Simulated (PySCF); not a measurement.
BClHN, BH$_{2}$NO (calculated)

Calculation on a computer-drawn molecule: vertical ionisation energy to the stated ion spin, frozen-core CCSD(T) at the basis limit and cheaper methods, single-reference cases, UHF for radicals, no spin-orbit; all values are single points at the evaluated structure, the first of each entry, which is the reference or a displaced copy of it and isn't optimised; the reference structure only sets the zero of the energies above reference; triples share is (T) over the correlation energy. Program: PySCF 2.14.0.

Common to all runs: charge 0; multiplicity 1; ion multiplicity 2; diffuse functions no; reference is the Hartree-Fock double-zeta minimum; best is HF at quadruple zeta + MP2 correlation extrapolated from triple and quadruple zeta + CCSD(T) minus MP2 at triple zeta; basis step is the size of the change from the same recipe one zeta lower.

```yaml
- entry: 1
  formula: BClHN
  evaluated_structure:
    atoms_angstrom:
      - ["N", -0.726, 2.4871, -2.1547]
      - [B, 0.457, 2.7048, -2.334]
      - [Cl, 1.9626, 2.9344, -2.6391]
      - [H, -1.6623, 2.3884, -1.9525]
  reference_structure:
    atoms_angstrom:
      - ["N", -0.7234, 2.5164, -2.1383]
      - [B, 0.467, 2.7116, -2.3397]
      - [Cl, 2.1298, 2.9842, -2.621]
      - [H, -1.6816, 2.3593, -1.9763]
  given:
    basis: "cc-pV(n+d)Z"
    drawn_bonds_atom: [1, 2, 1]
    drawn_bonds_other_atom: [2, 3, 4]
    drawn_bonds_order: [2, 1, 1]
  results:
    "ionisation_energy_best [eV]": 10.88
    "ionisation_energy_basis_step [eV]": 0.09671
    "energy_above_reference_best [kcal/mol]": 9.896
    "energy_above_reference_basis_step [kcal/mol]": 0.6587
    triple_zeta_method: [HF, PBE, r2SCAN, B3LYP, wB97X, MP2, CCSD, "CCSD(T)"]
    "triple_zeta_ionisation_energy [eV]": [9.186, 10.55, 10.48, 10.61, 10.64, 10.94, 10.59, 10.69]
    "triple_zeta_energy_above_reference [kcal/mol]": [9.959, 9.885, 8.769, 9.534, 9.57, 10.15, 10.52, 10.75]
    "ionisation_energy_Koopmans_at_triple_zeta [eV]": 11.24
    "ionisation_energy_EOM_CCSD_at_triple_zeta [eV]": 10.72
    "total_energy_HF_triple_zeta [hartree]": -539.2927
    "total_energy_CCSD(T)_triple_zeta [hartree]": -539.8170
    "total_energy_best [hartree]": -539.8958
    T1_diagnostic_at_triple_zeta: 0.01255
    D1_diagnostic_at_triple_zeta: 0.0328
    ion_T1_diagnostic_at_triple_zeta: 0.02361
    ion_D1_diagnostic_at_triple_zeta: 0.1125
    ion_spin_squared_at_triple_zeta: 0.7627
    triples_share_at_triple_zeta: 0.04423
    basis_functions_triple_zeta: 113
    "dipole_magnitude_HF_at_triple_zeta [debye]": 0.4827
    "dipole_magnitude_CCSD_unrelaxed_at_triple_zeta [debye]": 0.166
    "dipole_magnitude_PBE_at_triple_zeta [debye]": 0.1635
    "dipole_magnitude_r2SCAN_at_triple_zeta [debye]": 0.23
    "dipole_magnitude_B3LYP_at_triple_zeta [debye]": 0.2299
    "dipole_magnitude_wB97X_at_triple_zeta [debye]": 0.2794
- entry: 2
  formula: BClHN
  evaluated_structure:
    atoms_angstrom:
      - ["N", -0.726, 2.4871, -2.1547]
      - [B, 0.457, 2.7048, -2.334]
      - [Cl, 2.0004, 2.9401, -2.6468]
      - [H, -1.6623, 2.3884, -1.9525]
  reference_structure:
    atoms_angstrom:
      - ["N", -0.7234, 2.5164, -2.1383]
      - [B, 0.467, 2.7116, -2.3397]
      - [Cl, 2.1298, 2.9842, -2.621]
      - [H, -1.6816, 2.3593, -1.9763]
  given:
    basis: "cc-pV(n+d)Z"
    drawn_bonds_atom: [1, 2, 1]
    drawn_bonds_other_atom: [2, 3, 4]
    drawn_bonds_order: [2, 1, 1]
  results:
    "ionisation_energy_best [eV]": 10.98
    "ionisation_energy_basis_step [eV]": 0.09732
    "energy_above_reference_best [kcal/mol]": 5.398
    "energy_above_reference_basis_step [kcal/mol]": 0.4774
    triple_zeta_method: [HF, PBE, r2SCAN, B3LYP, wB97X, MP2, CCSD, "CCSD(T)"]
    "triple_zeta_ionisation_energy [eV]": [9.3, 10.62, 10.57, 10.7, 10.74, 11.05, 10.69, 10.79]
    "triple_zeta_energy_above_reference [kcal/mol]": [5.194, 5.517, 4.586, 5.164, 5.139, 5.568, 5.794, 6.004]
    "ionisation_energy_Koopmans_at_triple_zeta [eV]": 11.35
    "ionisation_energy_EOM_CCSD_at_triple_zeta [eV]": 10.82
    "total_energy_HF_triple_zeta [hartree]": -539.3003
    "total_energy_CCSD(T)_triple_zeta [hartree]": -539.8246
    "total_energy_best [hartree]": -539.9030
    T1_diagnostic_at_triple_zeta: 0.01258
    D1_diagnostic_at_triple_zeta: 0.03282
    ion_T1_diagnostic_at_triple_zeta: 0.02536
    ion_D1_diagnostic_at_triple_zeta: 0.123
    ion_spin_squared_at_triple_zeta: 0.7625
    triples_share_at_triple_zeta: 0.04429
    basis_functions_triple_zeta: 113
    "dipole_magnitude_HF_at_triple_zeta [debye]": 0.3359
    "dipole_magnitude_CCSD_unrelaxed_at_triple_zeta [debye]": 0.1614
    "dipole_magnitude_PBE_at_triple_zeta [debye]": 0.1447
    "dipole_magnitude_r2SCAN_at_triple_zeta [debye]": 0.1499
    "dipole_magnitude_B3LYP_at_triple_zeta [debye]": 0.1533
    "dipole_magnitude_wB97X_at_triple_zeta [debye]": 0.1763
- entry: 3
  formula: BClHN
  evaluated_structure:
    atoms_angstrom:
      - ["N", -0.726, 2.4871, -2.1547]
      - [B, 0.457, 2.7048, -2.334]
      - [Cl, 2.0663, 2.9502, -2.6601]
      - [H, -1.6623, 2.3884, -1.9525]
  reference_structure:
    atoms_angstrom:
      - ["N", -0.7234, 2.5164, -2.1383]
      - [B, 0.467, 2.7116, -2.3397]
      - [Cl, 2.1298, 2.9842, -2.621]
      - [H, -1.6816, 2.3593, -1.9763]
  given:
    basis: "cc-pV(n+d)Z"
    drawn_bonds_atom: [1, 2, 1]
    drawn_bonds_other_atom: [2, 3, 4]
    drawn_bonds_order: [2, 1, 1]
  results:
    "ionisation_energy_best [eV]": 11.15
    "ionisation_energy_basis_step [eV]": 0.099
    "energy_above_reference_best [kcal/mol]": 1.372
    "energy_above_reference_basis_step [kcal/mol]": 0.2115
    triple_zeta_method: [HF, PBE, r2SCAN, B3LYP, wB97X, MP2, CCSD, "CCSD(T)"]
    "triple_zeta_ionisation_energy [eV]": [9.487, 10.74, 10.7, 10.84, 10.91, 11.23, 10.87, 10.96]
    "triple_zeta_energy_above_reference [kcal/mol]": [0.8745, 1.618, 1.047, 1.279, 1.226, 1.466, 1.468, 1.633]
    "ionisation_energy_Koopmans_at_triple_zeta [eV]": 11.52
    "ionisation_energy_EOM_CCSD_at_triple_zeta [eV]": 10.99
    "total_energy_HF_triple_zeta [hartree]": -539.3071
    "total_energy_CCSD(T)_triple_zeta [hartree]": -539.8316
    "total_energy_best [hartree]": -539.9094
    T1_diagnostic_at_triple_zeta: 0.01264
    D1_diagnostic_at_triple_zeta: 0.03289
    ion_T1_diagnostic_at_triple_zeta: 0.02879
    ion_D1_diagnostic_at_triple_zeta: 0.1433
    ion_spin_squared_at_triple_zeta: 0.7621
    triples_share_at_triple_zeta: 0.04442
    basis_functions_triple_zeta: 113
    "dipole_magnitude_HF_at_triple_zeta [debye]": 0.1858
    "dipole_magnitude_CCSD_unrelaxed_at_triple_zeta [debye]": 0.363
    "dipole_magnitude_PBE_at_triple_zeta [debye]": 0.3144
    "dipole_magnitude_r2SCAN_at_triple_zeta [debye]": 0.2555
    "dipole_magnitude_B3LYP_at_triple_zeta [debye]": 0.2685
    "dipole_magnitude_wB97X_at_triple_zeta [debye]": 0.2478
- entry: 4
  formula: BH2NO
  evaluated_structure:
    atoms_angstrom:
      - ["N", -0.5106, -1.6825, -1.6239]
      - [B, 0.2853, -1.0951, -0.8928]
      - [O, 1.1421, -0.4506, -0.1037]
      - [H, -1.1587, -2.128, -2.213]
      - [H, 1.7876, -1.0052, 0.31]
  reference_structure:
    atoms_angstrom:
      - ["N", -0.5106, -1.6825, -1.6239]
      - [B, 0.2853, -1.0951, -0.8928]
      - [O, 1.1421, -0.4506, -0.1037]
      - [H, -1.1587, -2.128, -2.213]
      - [H, 1.7876, -1.0052, 0.31]
  given:
    basis: cc-pVnZ
    drawn_bonds_atom: [1, 2, 1, 3]
    drawn_bonds_other_atom: [2, 3, 4, 5]
    drawn_bonds_order: [2, 1, 1, 1]
  results:
    "ionisation_energy_best [eV]": 10.67
    "ionisation_energy_basis_step [eV]": 0.09062
    "energy_above_reference_best [kcal/mol]": 0.0
    "energy_above_reference_basis_step [kcal/mol]": 0.0
    triple_zeta_method: [HF, PBE, r2SCAN, B3LYP, wB97X, MP2, CCSD, "CCSD(T)"]
    "triple_zeta_ionisation_energy [eV]": [8.989, 10.29, 10.22, 10.39, 10.39, 10.68, 10.37, 10.46]
    "triple_zeta_energy_above_reference [kcal/mol]": [0.0, 0.0, 0.0, 0.0, 0.0, 0.0, 0.0, 0.0]
    "ionisation_energy_Koopmans_at_triple_zeta [eV]": 11.07
    "ionisation_energy_EOM_CCSD_at_triple_zeta [eV]": 10.46
    "total_energy_HF_triple_zeta [hartree]": -155.2703
    "total_energy_CCSD(T)_triple_zeta [hartree]": -155.8328
    "total_energy_best [hartree]": -155.9147
    T1_diagnostic_at_triple_zeta: 0.01301
    D1_diagnostic_at_triple_zeta: 0.03261
    ion_T1_diagnostic_at_triple_zeta: 0.02424
    ion_D1_diagnostic_at_triple_zeta: 0.1141
    ion_spin_squared_at_triple_zeta: 0.7617
    triples_share_at_triple_zeta: 0.03926
    basis_functions_triple_zeta: 118
    "dipole_magnitude_HF_at_triple_zeta [debye]": 1.731
    "dipole_magnitude_CCSD_unrelaxed_at_triple_zeta [debye]": 1.536
    "dipole_magnitude_PBE_at_triple_zeta [debye]": 1.538
    "dipole_magnitude_r2SCAN_at_triple_zeta [debye]": 1.593
    "dipole_magnitude_B3LYP_at_triple_zeta [debye]": 1.582
    "dipole_magnitude_wB97X_at_triple_zeta [debye]": 1.623
- entry: 5
  formula: BH2NO
  evaluated_structure:
    atoms_angstrom:
      - ["N", -0.4955, -1.6704, -1.615]
      - [B, 0.3128, -1.0941, -0.8991]
      - [O, 1.1311, -0.4568, -0.1102]
      - [H, -1.1657, -2.126, -2.2054]
      - [H, 1.788, -1.0008, 0.2982]
  reference_structure:
    atoms_angstrom:
      - ["N", -0.5106, -1.6825, -1.6239]
      - [B, 0.2853, -1.0951, -0.8928]
      - [O, 1.1421, -0.4506, -0.1037]
      - [H, -1.1587, -2.128, -2.213]
      - [H, 1.7876, -1.0052, 0.31]
  given:
    basis: cc-pVnZ
    drawn_bonds_atom: [1, 2, 1, 3]
    drawn_bonds_other_atom: [2, 3, 4, 5]
    drawn_bonds_order: [2, 1, 1, 1]
  results:
    "ionisation_energy_best [eV]": 10.59
    "ionisation_energy_basis_step [eV]": 0.08968
    "energy_above_reference_best [kcal/mol]": 1.138
    "energy_above_reference_basis_step [kcal/mol]": 0.2571
    triple_zeta_method: [HF, PBE, r2SCAN, B3LYP, wB97X, MP2, CCSD, "CCSD(T)"]
    "triple_zeta_ionisation_energy [eV]": [8.907, 10.23, 10.15, 10.32, 10.31, 10.59, 10.29, 10.38]
    "triple_zeta_energy_above_reference [kcal/mol]": [0.8135, 1.229, 1.02, 1.056, 1.068, 1.386, 1.265, 1.38]
    "ionisation_energy_Koopmans_at_triple_zeta [eV]": 11.0
    "ionisation_energy_EOM_CCSD_at_triple_zeta [eV]": 10.38
    "total_energy_HF_triple_zeta [hartree]": -155.2691
    "total_energy_CCSD(T)_triple_zeta [hartree]": -155.8306
    "total_energy_best [hartree]": -155.9128
    T1_diagnostic_at_triple_zeta: 0.01274
    D1_diagnostic_at_triple_zeta: 0.03174
    ion_T1_diagnostic_at_triple_zeta: 0.02296
    ion_D1_diagnostic_at_triple_zeta: 0.1067
    ion_spin_squared_at_triple_zeta: 0.7618
    triples_share_at_triple_zeta: 0.039
    basis_functions_triple_zeta: 118
    "dipole_magnitude_HF_at_triple_zeta [debye]": 1.808
    "dipole_magnitude_CCSD_unrelaxed_at_triple_zeta [debye]": 1.597
    "dipole_magnitude_PBE_at_triple_zeta [debye]": 1.598
    "dipole_magnitude_r2SCAN_at_triple_zeta [debye]": 1.657
    "dipole_magnitude_B3LYP_at_triple_zeta [debye]": 1.646
    "dipole_magnitude_wB97X_at_triple_zeta [debye]": 1.692
- entry: 6
  formula: BH2NO
  evaluated_structure:
    atoms_angstrom:
      - ["N", -0.5028, -1.7192, -1.6605]
      - [B, 0.2815, -1.1007, -0.8906]
      - [O, 1.1047, -0.4496, -0.1037]
      - [H, -1.1588, -2.0506, -2.192]
      - [H, 1.8791, -1.0586, 0.3902]
  reference_structure:
    atoms_angstrom:
      - ["N", -0.5106, -1.6825, -1.6239]
      - [B, 0.2853, -1.0951, -0.8928]
      - [O, 1.1421, -0.4506, -0.1037]
      - [H, -1.1587, -2.128, -2.213]
      - [H, 1.7876, -1.0052, 0.31]
  given:
    basis: cc-pVnZ
    drawn_bonds_atom: [1, 2, 1, 3]
    drawn_bonds_other_atom: [2, 3, 4, 5]
    drawn_bonds_order: [2, 1, 1, 1]
  results:
    "ionisation_energy_best [eV]": 10.41
    "ionisation_energy_basis_step [eV]": 0.09105
    "energy_above_reference_best [kcal/mol]": 14.61
    "energy_above_reference_basis_step [kcal/mol]": 0.3056
    triple_zeta_method: [HF, PBE, r2SCAN, B3LYP, wB97X, MP2, CCSD, "CCSD(T)"]
    "triple_zeta_ionisation_energy [eV]": [8.684, 10.08, 9.981, 10.15, 10.12, 10.4, 10.1, 10.2]
    "triple_zeta_energy_above_reference [kcal/mol]": [17.72, 12.89, 13.88, 14.01, 15.01, 14.35, 14.96, 14.41]
    "ionisation_energy_Koopmans_at_triple_zeta [eV]": 10.8
    "ionisation_energy_EOM_CCSD_at_triple_zeta [eV]": 10.2
    "total_energy_HF_triple_zeta [hartree]": -155.2421
    "total_energy_CCSD(T)_triple_zeta [hartree]": -155.8098
    "total_energy_best [hartree]": -155.8914
    T1_diagnostic_at_triple_zeta: 0.01417
    D1_diagnostic_at_triple_zeta: 0.03564
    ion_T1_diagnostic_at_triple_zeta: 0.02331
    ion_D1_diagnostic_at_triple_zeta: 0.1059
    ion_spin_squared_at_triple_zeta: 0.7616
    triples_share_at_triple_zeta: 0.04046
    basis_functions_triple_zeta: 118
    "dipole_magnitude_HF_at_triple_zeta [debye]": 2.218
    "dipole_magnitude_CCSD_unrelaxed_at_triple_zeta [debye]": 1.889
    "dipole_magnitude_PBE_at_triple_zeta [debye]": 1.871
    "dipole_magnitude_r2SCAN_at_triple_zeta [debye]": 1.968
    "dipole_magnitude_B3LYP_at_triple_zeta [debye]": 1.949
    "dipole_magnitude_wB97X_at_triple_zeta [debye]": 2.036
```
